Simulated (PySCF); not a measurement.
Electron correlation in Re²⁺ (rhenium, charge +2)

[Xe] 4f14 5d5, high-spin 6S determinant. Computed with PySCF 2.14 in ANO-RCC-VTZP (8s7p5d3f2g1h, 104 functions), with the spin-free X2C one-electron Hamiltonian (Gaussian nucleus). Frozen: [Xe] 4f14; 5 electrons correlated.

```tsv
level	correlation energy (mhartree)
CCSD	-52.84
(T)	-0.52
CCSD(T)	-53.36
```

Diagnostics: T1 = 0.0018, D1 = 0.0026, largest double amplitude 0.033.

Task: Is a single reference adequate?

Result: Yes, within this model without spin-orbit coupling: T1 lies below 0.03 and no double amplitude reaches 0.07.
